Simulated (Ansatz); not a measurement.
# A cut through the energy surface

SiCl₂F (SMILES F[Si-](Cl)Cl) (charge -1), singlet, at its PBE0-D4/def2-TZVPD minimum:

```xyz
4
angstrom
F 1.1822 -0.3273 0.9385
Si 0.1825 -0.6767 -0.3276
Cl -1.7268 -0.2839 0.7361
Cl 0.3621 1.2878 -1.3471
```

The bond length Si2–Cl3 (2.221 Å at the minimum) is set to the values below, the two halves moving rigidly along the bond. Each method's energies count from its own value at the PBE0-D4 minimum structure. Ansatz 0.2.0; basis: def2-TZVPPD; cores frozen in the correlated methods. B3LYP uses VWN-RPA correlation.

CCSD(T) energies along the scan:
| bond length (Å) | CCSD(T) (eV) |
| --- | --- |
| 1.821 | 1.359 |
| 1.915 | 0.667 |
| 2.052 | 0.161 |
| 2.212 | 0.001 |
| 2.389 | 0.086 |
| 2.580 | 0.302 |
| 2.783 | 0.570 |
| 2.997 | 0.840 |
| 3.220 | 1.083 |
They count from the CCSD(T) energy at the PBE0-D4 minimum.

Minimum and curvature along this coordinate at CCSD(T): A fifth-order fit through the nearest points gives 2.223 Å, with a curvature of about 8 eV/Å².

Problem. Treat the two halves as rigid bodies and work out the harmonic wavenumber of this stretch from that curvature (ν̃ = 521.5 √(k/μ) cm⁻¹ with k in eV/Å² and μ in u).

Solution. The halves weigh 82.54 and 35.45 u, so μ = 82.54 × 35.45/117.99 = 24.799 u and ν̃ = 521.5 √(8/24.799) ≈ 300 cm⁻¹. A true normal mode mixes in other motions, so this is a guide only.

Largest difference from the CCSD(T) curve over the scan: r2SCAN-D4 0.037; PBE0-D4 0.060; B3LYP-D4 0.167; MP2 0.051 eV. Each curve counts from its own value at the minimum.

No T1 diagnostic of these runs exceeds 0.014.

For scale, one of the runs: CCSD(T)/def2-TZVPPD, 190 basis functions (an equivalent command: `ansatz run in.yaml --threads 2`). The run took 26 s on 2 CPU threads (shared host), with 2.1 GiB of host memory at its peak.
